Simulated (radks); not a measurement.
Values are calculated unless marked as measured or tabulated.
Valence configurations of Dy I (all share [Xe]). Code: a radial shooting solver on a logarithmic mesh with Libxc functionals. Model: scalar-relativistic Kohn-Sham, r2SCAN, spin-polarised, spherical densities, finite nucleus; open shells are filled with parallel spins first (spin-orbit coupling, left out, can overturn this in heavy ions); meta-GGA in the generalised Kohn-Sham scheme; Fermi nuclear charge, rms radius 5.2218 fm. Energies are relative to 4f10 6s2; eigenvalues in eV for spin up.

valence	E (eV)	moment (Bohr magnetons)	e(4f)	e(5d)	e(6p)	e(6s)
4f10 6s2	0.000	4	-4.742	-	-	-3.912
4f9 6s2 6p1	3.042	6	-14.558	-	-2.522	-5.991
4f7 6s2 6p3	33.983	10	-38.120	-	-4.752	-9.791
4f7 5d1 6s1 6p3	28.627	12	-34.886	-11.034	-4.342	-9.267
4f9.5 6s2 6p0.5	0.634	5	-9.414	-	-1.889	-4.973
4f6 5d1 6s2 6p3	62.909	10	-46.529	-14.459	-4.833	-10.252
4f8 6s2 6p2	13.992	8	-25.817	-	-3.652	-7.938
4f8 5d1 6s2 6p1	9.792	8	-22.123	-6.323	-2.654	-6.591
4f9.5 5d0.5 6s2	0.239	5	-7.896	-1.948	-	-4.323

NIST lists [Xe] 4f10 6s2 as the ground configuration; this level of theory agrees among the configurations tried. The energies are those of spherical high-spin densities, not of single terms. No valid solution was reached for [Xe] 4f11 6s1.
